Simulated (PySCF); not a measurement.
**Correlation energy of N³⁺ (nitrogen, charge +3)**

[He] 2s2, closed-shell 1S. Calculation: PySCF 2.14, in Sapporo-DZP-2012; the spin-free X2C one-electron Hamiltonian (Gaussian nucleus). Frozen: 1s2; 2 electrons correlated.

Total MP2 correlation energy: -47.19 mhartree.

Same-spin part 0.00 and opposite-spin part -47.19 mhartree; SCS-MP2 scales them by 1/3 and 6/5 to -56.63 mhartree.

With two correlated electrons CCSD is exact within the correlated space (frozen core and kept virtual orbitals).

```tsv
level	correlation energy (mhartree)
CCSD	-85.34
```

Diagnostics: T1 = 0.0068, D1 = 0.0097, largest double amplitude 0.155.

A double-excitation amplitude exceeds 0.15, a sign of near-degeneracy.

Cost of the coupled-cluster step: 0.04 s of wall time on 1 thread of Neoverse-V1 (shared host), for 2 correlated electrons.
